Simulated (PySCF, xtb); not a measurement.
CH₁₀FNSi₃, SMILES C[Si@H](N[SiH3])[SiH2]F. Other conformers were not sampled.

Harmonic wavenumbers (cm⁻¹) from GFN2-xTB (xtb 6.7.1) at its own minimum, in rising order: 27, 62, 73, 96, 125, 140, 154, 202, 239, 366, 408, 454, 561, 569, 597, 619, 650, 698, 723, 749, 758, 784, 798, 801, 811, 827, 837, 972, 1193, 1377, 1496, 1500, 2083, 2205, 2228, 2241, 2262, 2286, 3031, 3036, 3047, 3458.

### Question
What does PySCF with B3LYP-D3(BJ)/def2-SVP give at its own minimum? (Estimate from the structure and the level; the computed values follow.)

### Answer
29, 54, 88, 138, 155, 165, 179, 236, 276, 341, 413, 490, 591, 666, 695, 707, 716, 737, 770, 836, 846, 904, 907, 941, 946, 962, 970, 1010, 1192, 1267, 1429, 1433, 2190, 2201, 2209, 2214, 2219, 2235, 3022, 3112, 3120, 3570. Paired by order, the mean absolute difference is 60 cm⁻¹ and the zero-point energies are 65.1 and 67.4 kcal/mol.
